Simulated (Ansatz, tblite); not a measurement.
Cost and result up the ladder for SeMe2 (C₂H₆Se) (9 atoms). Total charge 0; singlet. Geometry: PBE0-D4/def2-TZVP.

```xyz
9

Se   -0.455    1.175    0.300
C    -1.204   -0.598    0.545
H    -0.561   -1.196    1.190
H    -1.337   -1.089   -0.418
H    -2.176   -0.472    1.022
C     1.200    0.611   -0.542
H     0.991    0.087   -1.475
H     1.768   -0.029    0.132
H     1.774    1.512   -0.755
```

Ansatz on 4 threads of Intel Xeon on a shared host; xTB runs through tblite on one thread. Times are rough, summed over both states, and most runs start from the orbitals of an earlier one. PBE0-D4/def2-TZVP serves as the yardstick here, not as an exact answer. The other state is a doublet.

The xTB rows come from tblite.

Raw xTB energies of ions are shifted by several eV.

```json
{"level": "GFN2-xTB", "functions": "23", "wall time": "0.018 s", "vertical IE (eV)": "12.93", "difference from PBE0-D4/def2-TZVP (eV)": "4.66"}
{"level": "GFN1-xTB", "functions": "29", "wall time": "0.031 s", "vertical IE (eV)": "14.28", "difference from PBE0-D4/def2-TZVP (eV)": "6.01"}
{"level": "PBE-D4/def2-TZVP", "functions": "146", "wall time": "13 s", "vertical IE (eV)": "8.21", "difference from PBE0-D4/def2-TZVP (eV)": "-0.06"}
{"level": "PBE0-D4/def2-TZVP", "functions": "146", "wall time": "19 s", "vertical IE (eV)": "8.27", "difference from PBE0-D4/def2-TZVP (eV)": "0.00"}
{"level": "r2SCAN-D4/def2-TZVP", "functions": "146", "wall time": "24 s", "vertical IE (eV)": "8.22", "difference from PBE0-D4/def2-TZVP (eV)": "-0.05"}
```
